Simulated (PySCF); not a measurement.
Te²⁺: excitation energy

Te²⁺ [Kr] 4d10 5s2 5p2 (3P) → Te²⁺ [Kr] 4d10 5s1 5p3 (5S), as a difference of total energies. All numbers are calculated (PySCF 2.14, the spin-free X2C one-electron Hamiltonian (Gaussian nucleus), in x2c-TZVPPall (8s6p4d2f, 60 functions)). Correlated levels: valence: [Kr] 4d10 frozen; valence and next inner shell: [Ar] 3d10 frozen. The calculations carry no spin-orbit coupling.

```csv
method,excitation energy (eV)
UHF,5.398
LDA,8.182
PBE,7.880
PBE0,7.404
r2SCAN,6.976
MN15,7.402
BP86,7.944
wB97M-V,7.476
B97-3,7.882
ROHF,5.392
MP2 (valence),6.203
SCS-MP2 (valence),6.548
MP2 (valence and next inner shell),7.043
SCS-MP2 (valence and next inner shell),7.234
```

Q: How much does correlation contribute at MP2 (valence and next inner shell)?

A: 7.043 − (5.398) = 1.645 eV, measured against UHF.

A first-order spin-orbit estimate (lowest level to lowest level, LS coupling) adds 0.596 eV.
